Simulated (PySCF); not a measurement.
# How methods differ on the excitation energy of Ag(2+)

Ag(2+) [Kr] 4d9 (2D) → Ag(2+) [Kr] 4d8 5s1 (4F), as a difference of total energies. Computed with PySCF 2.14 in aug-cc-pwCVDZ-PP with ECP28MDF, with scalar relativity through the core potential. Correlated levels: valence: 4s2 4p6 frozen. The calculations carry no spin-orbit coupling.

```
           method  excitation energy (eV)
              UHF                   7.256
    MP2 (valence)                   8.066
SCS-MP2 (valence)                   8.196
   CCSD (valence)                   7.900
CCSD(T) (valence)                   7.927
```

Q: How much does correlation contribute at CCSD(T) (valence)?

A: 7.927 − (7.256) = 0.671 eV, measured against UHF.
